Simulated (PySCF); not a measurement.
CH8FNSi2, SMILES C[Si@@](N)(F)[SiH3]. Coordinates come from a B3LYP-D3(BJ)/def2-SVP optimisation. The structure was generated by enumeration; whether it is a known compound was not checked. Other conformers were not sampled.

**Question.** Give the equilibrium geometry at B3LYP-D3(BJ)/def2-SVP (PySCF confirms it by a frequency run) as Cartesian coordinates in Å. (An estimate is asked for; the answer gives what the named calculation found.)

**Answer.** One answer among several that fit: 
```xyz
13

C      1.5269    -0.9356     1.0334
Si     0.3743     0.1786     0.0711
N      0.1291     1.6335     0.9574
F      1.0949     0.4418    -1.3874
Si    -1.7288    -0.7410    -0.4058
H      2.4862    -0.4256     1.2256
H      1.7461    -1.8543     0.4673
H      1.0863    -1.2185     2.0021
H     -0.5610     2.3155     0.6579
H      0.9001     2.0861     1.4409
H     -2.6283     0.2992    -0.9928
H     -2.3654    -1.2547     0.8450
H     -1.6202    -1.8721    -1.3746
```
Charge 0, spin multiplicity 1.
